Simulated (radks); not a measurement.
Question: Method: scalar-relativistic Kohn-Sham, r2SCAN, spin-unpolarised, spherical densities, finite nucleus; meta-GGA in the generalised Kohn-Sham scheme; Fermi nuclear charge, rms radius of each element as measured or else 0.836 A^(1/3) + 0.57 fm; computed with a radial shooting solver on a logarithmic mesh with Libxc functionals. Each species is in its NIST ground configuration. Rank Mg2+, P2+, S2+, Cl2+, Ar2+, Si2+, Al2+ by radius at which the density is 0.001 e/bohr^3 (bohr), largest first.

Answer: P2+ 3.46, Si2+ 3.44, Al2+ 3.40, S2+ 3.39, Cl2+ 3.29, Ar2+ 3.18, Mg2+ 2.19.
